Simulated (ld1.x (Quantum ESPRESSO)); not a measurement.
**boron, TM: configuration errors across variants**

```json
{"Element": "B (Z = 5)", "Generator": "ld1.x (Quantum ESPRESSO) 7.5", "Type": "norm-conserving Troullier–Martins (Kleinman–Bylander form)", "Functional": "PW91", "Relativity": "scalar-relativistic", "Frozen core": "[He]", "Valence charge": "3", "Reference configuration": "2s2 2p1", "Partial waves": "2p (bound): rc 2.95 bohr; 3d channel at 0.5 Ry: rc 2.25 bohr; 2s (bound): rc 1.30 bohr", "Local potential": "the s channel", "Core correction": "Bessel-smoothed model core inside 0.65 bohr"}
```

All-electron excitation energies from the reference (eV): (1) 2s2 2p0 8.268; (2) 2s1 2p0 33.736; (3) 2s2 2p0.5 2.911; (4) 2s1 2p1 14.407; (5) 2s0 2p3 11.719; (6) 2s2 2p1.3 -0.751; (7) 2s1 2p2 5.850.

Errors AE − PS in meV (a dash: test not solved or not reliable):

| change | (1) | (2) | (3) | (4) | (5) | (6) | (7) | bound ghosts |
| --- | --- | --- | --- | --- | --- | --- | --- | --- |
| base | +78 | +252 | +11 | -44 | -71 | +1.0 | -18 | none |
| all radii but the core radius scaled by about 0.78 (s 1.02, p 2.30, d 1.76 bohr) | +31 | +112 | +3.9 | -14 | -14 | +0.3 | -3.6 | none |
| all radii but the core radius scaled by about 1.15 (s 1.50, p 3.38, d 2.58 bohr) | +127 | +379 | +18 | -70 | -119 | +1.8 | -30 | none |
| all radii but the core radius scaled by about 1.23 (s 1.60, p 3.64, d 2.78 bohr) | +166 | +481 | +25 | -90 | -158 | +2.5 | -40 | none |
| all radii but the core radius scaled by about 1.35 (s 1.76, p 3.98, d 3.04 bohr) | +234 | +653 | +36 | -121 | -235 | +4.0 | -59 | none |

Give the same row for: all radii but the core radius scaled by about 0.87 (s 1.14, p 2.58, d 1.96 bohr).

+44, +154, +5.8, -23, -34, +0.5, -8.5; bound ghosts: none.
